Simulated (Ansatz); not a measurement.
One change: `N[SiH]([SiH3])BF` becomes `N[SiH]([SiH3])[SnH3]`.

Ansatz, PBE0-D4/def2-TZVP geometries, multiplicity 1. Each molecule was computed in one conformer, which needn't be the lowest.

Elements past krypton have def2 core potentials.

```
                                      property  `N[SiH]([SiH3])BF`
           HOMO–LUMO gap (PBE/def2-TZVPP) / eV                3.14
          HOMO–LUMO gap (PBE0/def2-TZVPP) / eV                5.30
size of the dipole moment (PBE/def2-TZVPP) / D                1.12
       HOMO–LUMO gap (ωB97M-V/def2-TZVPP) / eV                9.35
             HOMO energy (PBE/def2-TZVPP) / eV               -5.79
           LUMO energy (B3LYP/def2-TZVPP) / eV               -1.91
```

Question: What does the change do to each property? (Estimate.)

Answer: The calculation gave: 
```csv
property,`N[SiH]([SiH3])[SnH3]`,shift
HOMO–LUMO gap (PBE/def2-TZVPP) / eV,4.39,1.25
HOMO–LUMO gap (PBE0/def2-TZVPP) / eV,6.31,1.01
size of the dipole moment (PBE/def2-TZVPP) / D,1.66,0.54
HOMO–LUMO gap (ωB97M-V/def2-TZVPP) / eV,9.94,0.59
HOMO energy (PBE/def2-TZVPP) / eV,-5.75,0.04
LUMO energy (B3LYP/def2-TZVPP) / eV,-0.75,1.16
```

With PBE0 the HOMO rises by 0.13 eV and the LUMO rises by 1.14 eV, so the gap widens by about 1.01 eV. PBE moves the HOMO by 0.04 eV and ωB97M-V by 0.22 eV. Dipoles are sizes alone; their direction can turn.

B3LYP here is the variant with VWN-RPA as its local correlation; programs differ in this.
